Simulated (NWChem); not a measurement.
All runs are NWChem calculations. System: HAs, charge 0, spin multiplicity 3, at a geometry optimised with UPBE0/def2-SVP. The structure started from a generated list of species. Its SCF solution wasn't tested for a lower state. Level: UBLYP/def2-TZVP.

Input file:

```
start mol
memory heap 200 mb stack 900 mb global 1100 mb
geometry units angstroms nocenter noautoz
  As     0.000000     0.000000     0.045131
  H      0.000000     0.000000    -1.489334
  symmetry group C2v
end
basis spherical
  * library def2-tzvp
end
dft
  xc becke88 lyp
  odft
  mult 3
  semidirect memsize 60000000 filesize 0
  iterations 100
end
task dft energy
```

Part of the output:

```
             Northwest Computational Chemistry Package (NWChem) 7.3.0
             --------------------------------------------------------

                                NWChem Input Module
                                -------------------

 Scaling coordinates for geometry "geometry" by  1.889725989
 (inverse scale =  0.529177249)

 Turning off AUTOSYM since
 SYMMETRY directive was detected!

                             Geometry "geometry" -> ""
                             -------------------------

 Output coordinates in angstroms (scale by  1.889725989 to convert to a.u.)

  No.       Tag          Charge          X              Y              Z
 ---- ---------------- ---------- -------------- -------------- --------------
    1 As                  33.0000     0.00000000     0.00000000     0.04513100
    2 H                    1.0000     0.00000000     0.00000000    -1.48933400

 Effective nuclear repulsion energy (a.u.)      11.3804154653

            Nuclear Dipole moment (a.u.)
            ----------------------------
        X                 Y               Z
 ---------------- ---------------- ----------------
     0.0000000000     0.0000000000    -0.0000207870

      Symmetry information
      --------------------

 Group name             C2v
 Group number             16
 Group order               4
 No. of unique centers     2

      Symmetry unique atoms

     1    2


 Summary of "ao basis" -> "" (spherical)
 ------------------------------------------------------------------------------
       Tag                 Description            Shells   Functions and Types
 ---------------- ------------------------------  ------  ---------------------
 *                         def2-tzvp                  on all atoms

                                 NWChem DFT Module
                                 -----------------

 Summary of "ao basis" -> "ao basis" (spherical)
 ------------------------------------------------------------------------------
       Tag                 Description            Shells   Functions and Types
 ---------------- ------------------------------  ------  ---------------------
 As                        def2-tzvp                16       48   6s5p4d1f
 H                         def2-tzvp                 4        6   3s1p

 Summary of "ao basis" -> "ao basis" (spherical)
 ------------------------------------------------------------------------------
       Tag                 Description            Shells   Functions and Types
 ---------------- ------------------------------  ------  ---------------------
 As                        def2-tzvp                16       48   6s5p4d1f
 H                         def2-tzvp                 4        6   3s1p

      Symmetry analysis of basis
      --------------------------

        a1         25
        a2          5
        b1         12
        b2         12

            General Information
            -------------------
          SCF calculation type: DFT
          Wavefunction type:  spin polarized.
          No. of atoms     :     2
          No. of electrons :    34
           Alpha electrons :    18
            Beta electrons :    16
          Charge           :     0
          Spin multiplicity:     3
          Use of symmetry is: on ; symmetry adaption is: on
          Maximum number of iterations: 100
          AO basis - number of functions:    54
                     number of shells:    20
          Convergence on energy requested:  1.00D-06
          Convergence on density requested:  1.00D-05
          Convergence on gradient requested:  5.00D-04

              XC Information
              --------------
                    Becke 1988 Exchange Functional  1.000
              Lee-Yang-Parr Correlation Functional  1.000

             Grid Information
             ----------------
          Grid used for XC integration:  medium
          Radial quadrature: Mura-Knowles
          Angular quadrature: Lebedev.
          Tag              B.-S. Rad. Rad. Pts. Rad. Cut. Ang. Pts.
          ---              ---------- --------- --------- ---------
          As                  1.15      112           7.0       590
          H                   0.35       45           7.0       434
          Grid pruning is: on
          Number of quadrature shells:   157
          Spatial weights used:  Erf1

          Convergence Information
          -----------------------
          Convergence aids based upon iterative change in
          total energy or number of iterations.
          Levelshifting, if invoked, occurs when the
          HOMO/LUMO gap drops below (HL_TOL):  1.00D-02
          DIIS, if invoked, will attempt to extrapolate
          using up to (NFOCK): 10 stored Fock matrices.

                    Damping( 0%)  Levelshifting(0.5)       DIIS
                  --------------- ------------------- ---------------
          dE  on:    start            ASAP                start
          dE off:    2 iters        100 iters           100 iters

      Screening Tolerance Information
      -------------------------------
          Density screening/tol_rho:  1.00D-10
          AO Gaussian exp screening on grid/accAOfunc:  14
          CD Gaussian exp screening on grid/accCDfunc:  20
          XC Gaussian exp screening on grid/accXCfunc:  20
          Schwarz screening/accCoul:  1.00D-08

      Superposition of Atomic Density Guess
      -------------------------------------

 Sum of atomic energies:       -2234.63711335

      Non-variational initial energy
      ------------------------------

 Total energy =   -2234.506507
[...]
           Coulomb energy =      972.275802843289
    Exchange-Corr. energy =      -83.408950074533
 Nuclear repulsion energy =       11.380415465319

 Numeric. integr. density =       34.000011748113

     Total iterative time =      0.8s

                  Occupations of the irreducible representations
                  ----------------------------------------------

                     irrep           alpha         beta
                     --------     --------     --------
                     a1                9.0          9.0
                     a2                1.0          1.0
                     b1                4.0          3.0
                     b2                4.0          3.0

                    DFT Final Alpha Molecular Orbital Analysis
                    ------------------------------------------

 Vector   16  Occ=1.000000D+00  E=-2.948328D-01  Symmetry=a1
              MO Center= -5.4D-16, -4.0D-16, -3.5D-01, r^2= 2.1D+00
   Bfn.  Coefficient  Atom+Function         Bfn.  Coefficient  Atom+Function
  ----- ------------  ---------------      ----- ------------  ---------------
    18      0.375363  1 As pz                 6      0.296465  1 As s
    50     -0.264499  2 H  s                 21      0.257644  1 As pz
    12     -0.238807  1 As pz                 5      0.234173  1 As s
    49     -0.166105  2 H  s                 51     -0.159896  2 H  s
     4     -0.121033  1 As s                  3     -0.095054  1 As s

 Vector   17  Occ=1.000000D+00  E=-2.014962D-01  Symmetry=b2
              MO Center=  4.1D-17, -5.9D-17,  6.6D-03, r^2= 2.1D+00
   Bfn.  Coefficient  Atom+Function         Bfn.  Coefficient  Atom+Function
  ----- ------------  ---------------      ----- ------------  ---------------
    17      0.529104  1 As py                20      0.529569  1 As py
    11     -0.312327  1 As py                 8      0.096868  1 As py
    14      0.088052  1 As py

 Vector   18  Occ=1.000000D+00  E=-2.014962D-01  Symmetry=b1
              MO Center= -1.5D-17, -5.6D-17,  6.6D-03, r^2= 2.1D+00
   Bfn.  Coefficient  Atom+Function         Bfn.  Coefficient  Atom+Function
  ----- ------------  ---------------      ----- ------------  ---------------
    16      0.529104  1 As px                19      0.529569  1 As px
    10     -0.312327  1 As px                 7      0.096868  1 As px
    13      0.088052  1 As px

 Vector   19  Occ=0.000000D+00  E=-1.657624D-03  Symmetry=a1
              MO Center= -3.6D-16, -4.6D-16, -5.6D-01, r^2= 3.9D+00
   Bfn.  Coefficient  Atom+Function         Bfn.  Coefficient  Atom+Function
  ----- ------------  ---------------      ----- ------------  ---------------
    51      1.397496  2 H  s                 21      1.051685  1 As pz
     6     -0.786989  1 As s                 18      0.281374  1 As pz
    50      0.222836  2 H  s                  5     -0.207312  1 As s
    12     -0.192428  1 As pz                49      0.127306  2 H  s
     4      0.109033  1 As s                  3      0.087359  1 As s

 Vector   20  Occ=0.000000D+00  E= 1.390064D-01  Symmetry=a1
              MO Center= -1.6D-16, -4.4D-16, -9.9D-01, r^2= 4.0D+00
   Bfn.  Coefficient  Atom+Function         Bfn.  Coefficient  Atom+Function
  ----- ------------  ---------------      ----- ------------  ---------------
    51      1.532235  2 H  s                 39     -0.682739  1 As d  0
    50     -0.589596  2 H  s                  5     -0.489929  1 As s
    21      0.219084  1 As pz                 6     -0.200943  1 As s
    34      0.142178  1 As d  0               4      0.141016  1 As s
    24      0.123021  1 As d  0              29     -0.106204  1 As d  0

 Vector   21  Occ=0.000000D+00  E= 1.866700D-01  Symmetry=b1
              MO Center=  8.2D-16,  1.0D-18,  1.7D-02, r^2= 3.0D+00
   Bfn.  Coefficient  Atom+Function         Bfn.  Coefficient  Atom+Function
  ----- ------------  ---------------      ----- ------------  ---------------
    40      1.035295  1 As d  1              25     -0.169064  1 As d  1
    35     -0.142773  1 As d  1              30      0.124631  1 As d  1
    16     -0.054509  1 As px                52      0.031190  2 H  px

                     DFT Final Beta Molecular Orbital Analysis
                     -----------------------------------------

 Vector   14  Occ=1.000000D+00  E=-1.509634D+00  Symmetry=b1
              MO Center= -1.2D-14, -2.3D-14,  4.5D-02, r^2= 1.6D-01
   Bfn.  Coefficient  Atom+Function         Bfn.  Coefficient  Atom+Function
  ----- ------------  ---------------      ----- ------------  ---------------
    25      0.903599  1 As d  1              30      0.186454  1 As d  1

 Vector   15  Occ=1.000000D+00  E=-5.097268D-01  Symmetry=a1
              MO Center= -3.2D-17,  3.3D-17, -3.5D-01, r^2= 1.3D+00
   Bfn.  Coefficient  Atom+Function         Bfn.  Coefficient  Atom+Function
  ----- ------------  ---------------      ----- ------------  ---------------
     5      0.650474  1 As s                  6      0.397992  1 As s
     4     -0.321171  1 As s                  3     -0.261399  1 As s
    50      0.137541  2 H  s                  2      0.115047  1 As s
    49      0.105860  2 H  s                 18     -0.080542  1 As pz
    12      0.056240  1 As pz                51      0.048359  2 H  s

 Vector   16  Occ=1.000000D+00  E=-2.801313D-01  Symmetry=a1
              MO Center= -4.1D-16, -5.1D-16, -2.9D-01, r^2= 2.1D+00
   Bfn.  Coefficient  Atom+Function         Bfn.  Coefficient  Atom+Function
  ----- ------------  ---------------      ----- ------------  ---------------
     6      0.344771  1 As s                 18      0.343641  1 As pz
    50     -0.281973  2 H  s                  5      0.270085  1 As s
    21      0.244927  1 As pz                12     -0.231441  1 As pz
    51     -0.178831  2 H  s                 49     -0.165112  2 H  s
     4     -0.137729  1 As s                  3     -0.114848  1 As s

 Vector   17  Occ=0.000000D+00  E=-1.447390D-01  Symmetry=b1
              MO Center= -5.0D-17,  1.2D-17,  1.2D-02, r^2= 2.2D+00
   Bfn.  Coefficient  Atom+Function         Bfn.  Coefficient  Atom+Function
  ----- ------------  ---------------      ----- ------------  ---------------
    19      0.581893  1 As px                16      0.462268  1 As px
    10     -0.309439  1 As px                13      0.110174  1 As px
     7      0.095418  1 As px

 Vector   18  Occ=0.000000D+00  E=-1.447390D-01  Symmetry=b2
              MO Center= -7.0D-17,  7.1D-17,  1.2D-02, r^2= 2.2D+00
   Bfn.  Coefficient  Atom+Function         Bfn.  Coefficient  Atom+Function
  ----- ------------  ---------------      ----- ------------  ---------------
    20      0.581893  1 As py                17      0.462268  1 As py
    11     -0.309439  1 As py                14      0.110174  1 As py
     8      0.095418  1 As py

 Vector   19  Occ=0.000000D+00  E= 1.021625D-02  Symmetry=a1
              MO Center= -1.9D-32,  1.6D-32, -6.0D-01, r^2= 4.0D+00
   Bfn.  Coefficient  Atom+Function         Bfn.  Coefficient  Atom+Function
  ----- ------------  ---------------      ----- ------------  ---------------
    51      1.490858  2 H  s                 21      1.095897  1 As pz
     6     -0.832810  1 As s                 18      0.270821  1 As pz
     5     -0.232766  1 As s                 12     -0.195354  1 As pz
    50      0.187506  2 H  s                  4      0.117151  1 As s
    49      0.116798  2 H  s                  3      0.100670  1 As s

   alpha - beta orbital overlaps
   -----------------------------

   alpha      1      2      3      4      5      6      7      8      9     10
    beta      1      2      3      4      5      6      7      8      9     11
 overlap   1.000  1.000  1.000  1.000  1.000  1.000  1.000  1.000  1.000  1.000

   alpha     11     12     13     14     15     16     17     18     19     20
    beta     12     13     14     10     15     16     18     17     19     20
 overlap   1.000  1.000  1.000  1.000  0.997  0.998  0.999  0.999  0.998  0.994

   alpha     21     22     23     24     25     26     27     28     29     30
    beta     22     21     23     24     25     26     27     28     29     31
 overlap   1.000  1.000  1.000  1.000  0.995  0.999  0.999  0.997  0.999  1.000

   alpha     31     32     33     34     35     36     37     38     39     40
    beta     30     33     34     32     36     35     39     40     37     38
 overlap   1.000  0.999  0.999  1.000  0.999  0.999  1.000  1.000  1.000  1.000

   alpha     41     42     43     44     45     46     47     48     49     50
    beta     41     42     43     44     45     46     47     48     51     52
 overlap   0.999  0.999  0.999  1.000  1.000  1.000  1.000  1.000  1.000  1.000

   alpha     51     52     53     54
    beta     50     49     53     54
 overlap   1.000  1.000  1.000  1.000

     --------------------------
     Expectation value of S2:
     --------------------------
      <S2> =      2.0028 (Exact =     2.0000)

 center of mass
 --------------
 x =   0.00000000 y =   0.00000000 z =   0.04679674

 moments of inertia (a.u.)
 ------------------
           8.361683116960           0.000000000000           0.000000000000
           0.000000000000           8.361683116960           0.000000000000
           0.000000000000           0.000000000000           0.000000000000

     Multipole analysis of the density
     ---------------------------------

     L   x y z        total         alpha         beta         nuclear
     -   - - -        -----         -----         ----         -------
     0   0 0 0     -0.000000    -18.000000    -16.000000     34.000000

     1   1 0 0     -0.000000     -0.000000     -0.000000      0.000000
     1   0 1 0     -0.000000     -0.000000     -0.000000      0.000000
     1   0 0 1     -0.040471     -0.053181      0.012731     -0.000021

     2   2 0 0    -14.132330    -10.048365     -4.083965      0.000000
     2   1 1 0     -0.000000      0.000000     -0.000000      0.000000
     2   1 0 1      0.000000     -0.000000      0.000000      0.000000
     2   0 2 0    -14.132330    -10.048365     -4.083965      0.000000
     2   0 1 1      0.000000      0.000000      0.000000      0.000000
     2   0 0 2    -13.993153    -12.357608     -9.796606      8.161062

 Task  times  cpu:        1.3s     wall:        1.3s

 Total times  cpu:        1.3s     wall:        1.3s
```
